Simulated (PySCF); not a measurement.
## Cu2Te: from structure and modes to constants

These are results of B3LYP in PySCF with Te def2-SVP with ECP28, Cu def2-SVP; scalar-relativistic core potentials, no spin–orbit coupling; density-fitted integrals, not measurements.

The singlet minimum has C2v symmetry. Masses (u): Te 129.90622, Cu 62.92960.

```xyz
3
charge 0 multiplicity 1, angstrom
Te   -1.0244    0.0000    0.0000
Cu    1.0559    1.2481    0.0000
Cu    1.0559   -1.2481    0.0000
```

Harmonic wavenumbers (cm⁻¹): 120.5 (a1, ×1), 203.6 (b2, ×1), 261.7 (a1, ×1).

(1) Find the principal moments of inertia and the rotational constants. What kind of rotor is it?

(2) Give the standard entropy (298.15 K, 1 bar) by its translational, rotational, vibrational and spin parts, and Cp.

Answers

(1) About the centre of mass I = 196.06, 276.65, 472.71 u Å². With B = 16.8576/I this gives 0.08598, 0.06094, 0.03566 cm⁻¹. The molecule is an asymmetric top with κ = 0.00.

(2) Sackur–Tetrode with M = 255.77 u gives 178.0; rotation with symmetry number 2 gives 113.7; vibration 28.6; spin R ln 1 = 0.0. The total is 320.3 J/(mol K), and Cp = 4 R + 23.1 = 56.3 J/(mol K).

This need not be the most stable arrangement of these atoms.
